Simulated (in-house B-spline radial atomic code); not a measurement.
Checks on a self-consistent run for Hg2+, [Ar] 3d10 4s2 (4p1/2)1 (4p3/2)3 4d10 4f14 5s2 5p6 5d10 6s2. Method: Dirac-Hartree-Fock, average of the jj configuration, Fermi nucleus of rms radius 5.4648 fm. Calculated with a B-spline radial code for spherical atoms.

| orbital | q | ε (Eh) | <1/r> | <r²> | small-component weight |
| --- | --- | --- | --- | --- | --- |
| 1s1/2 | 2 | -3077.44585 | 97.5017 | 0.000380844 | 0.092555 |
| 2s1/2 | 2 | -553.06221 | 24.0328 | 0.00573236 | 0.021288 |
| 2p1/2 | 2 | -529.69119 | 23.9419 | 0.00406309 | 0.021324 |
| 2p3/2 | 4 | -457.97879 | 19.4052 | 0.00524385 | 0.018903 |
| 3s1/2 | 2 | -135.61417 | 8.8343 | 0.0370802 | 0.0071494 |
| 3p1/2 | 2 | -125.09936 | 8.72301 | 0.0339462 | 0.0070643 |
| 3p3/2 | 4 | -109.03155 | 7.54821 | 0.0402688 | 0.0063771 |
| 3d3/2 | 4 | -91.98416 | 7.43572 | 0.0308486 | 0.0062466 |
| 3d5/2 | 6 | -88.57347 | 7.16823 | 0.0325752 | 0.0060574 |
| 4s1/2 | 2 | -32.48405 | 3.7445 | 0.177772 | 0.002435 |
| 4p1/2 | 1 | -28.33403 | 3.62863 | 0.182799 | 0.0023359 |
| 4p3/2 | 3 | -24.25171 | 3.23941 | 0.21293 | 0.0020943 |
| 4d3/2 | 4 | -16.71812 | 3.04897 | 0.219912 | 0.0019025 |
| 4d5/2 | 6 | -16.04396 | 2.96046 | 0.229774 | 0.0018393 |
| 4f5/2 | 6 | -6.50413 | 2.62583 | 0.252253 | 0.0014878 |
| 4f7/2 | 8 | -6.36444 | 2.59298 | 0.25781 | 0.0014622 |
| 5s1/2 | 2 | -6.50951 | 1.54175 | 0.882556 | 0.00063341 |
| 5p1/2 | 2 | -4.86849 | 1.43737 | 1.0168 | 0.00057154 |
| 5p3/2 | 4 | -4.11441 | 1.29859 | 1.19818 | 0.00049761 |
| 5d3/2 | 4 | -1.74784 | 1.03064 | 1.86044 | 0.00032249 |
| 5d5/2 | 6 | -1.65551 | 0.99272 | 1.9868 | 0.00030124 |
| 6s1/2 | 2 | -1.08104 | 0.560445 | 5.86106 | 0.00010256 |

Electron-electron repulsion V_ee = 7113.9180 hartree.

(1) What total energy follows from the eigenvalues?

(2) Does the Dirac virial theorem hold?

(3) What diamagnetic shielding (Lamb formula) and susceptibility (Langevin formula) do the radii give?

## Answers

(1) The eigenvalues count the repulsion twice, so E = Σqε - V_ee = -12486.678 - 7113.918 = -19600.596 hartree; the run printed -19600.596.

(2) For a point nucleus E = -2c²Σq·w, with w the small-component weight. Here Σq·w = 0.52167 and c = 137.0360, so the ratio E/(-2c²Σq·w) is 1.000392; the finite nucleus accounts for the departure from 1.

(3) σ = (α²/3)Σq<1/r> = 616.279/(3·137.036²) = 10939 ppm, and χ = -0.79199×10⁻⁶·Σq<r²> = -37.5×10⁻⁶ cm³/mol with Σq<r²> = 47.351 bohr². Both are non-relativistic formulas without the paramagnetism of open shells; for so heavy an element the full relativistic shielding is larger by tens of per cent.
